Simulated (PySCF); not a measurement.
Ca: excitation energy

Ca [Ar] 4s2 (1S) → Ca [Ar] 3d1 4s1 (3D), as a difference of total energies. Calculation: PySCF 2.14, in aug-cc-pwCVTZ-X2C (9s8p6d3f, 84 functions); scalar relativity by spin-free X2C-1e. Correlated levels: valence: [Ar] frozen; valence and next inner shell: [Ne] frozen; nothing frozen. The calculations carry no spin-orbit coupling.

Question: Order these methods by the excitation energy they give, lowest first.
A. SCS-MP2 (valence)
B. PW91
C. r2SCAN
D. MP2 (valence and next inner shell)

Answer: C (1.476 eV), B (1.642 eV), D (2.669 eV), A (2.887 eV).

Errors of the correlated levels include the incompleteness of this basis and the frozen core.

For comparison: 2.524 eV (measured; NIST levels, between the centres of gravity of the two terms).
